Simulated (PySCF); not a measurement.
SMILES N#C[SiH2]C[SeH], PBE/def2-SVP optimised geometry.

```
10

N      2.83    -0.79     0.00
C      1.65    -0.83     0.00
Si    -0.22    -0.83     0.00
C     -0.85     0.95     0.00
Se    -2.83     0.95    -0.07
H     -0.66    -1.56     1.23
H     -0.65    -1.55    -1.24
H     -0.59     1.45     0.96
H     -0.43     1.56    -0.82
H     -2.90     0.35    -1.43
```

Density from PBE/def2-TZVP run with PySCF at that geometry.

Minimum of the electron density along straight lines between bonded atoms, close to the bond critical point (lines longer than 1.1 times the sum of covalent radii, or with two minima, are not listed):

| bond | length / Å | ρ at the minimum / e bohr⁻³ | ∇²ρ there / e bohr⁻⁵ | position (fraction from the first atom) |
|---|---|---|---|---|
| N1–C2 | 1.174 | 0.475 | [?] | 0.66 |
| C2–Si3 | 1.873 | 0.108 | 0.25 | 0.61 |
| Si3–C4 | 1.889 | 0.119 | 0.14 | 0.39 |
| C4–Se5 | 1.982 | 0.136 | -0.11 | 0.48 |
| Si3–H6 | 1.497 | 0.121 | 0.11 | 0.49 |
| Si3–H7 | 1.500 | 0.120 | 0.11 | 0.49 |
| C4–H8 | 1.109 | 0.264 | -0.85 | 0.65 |
| C4–H9 | 1.107 | 0.266 | -0.86 | 0.65 |
| Se5–H10 | 1.487 | [?] | [?] | 0.63 |

Fill in the missing entries.


- N1–C2, ∇²ρ there / e bohr⁻⁵: -0.37
- Se5–H10, ρ at the minimum / e bohr⁻³: 0.171
- Se5–H10, ∇²ρ there / e bohr⁻⁵: -0.31
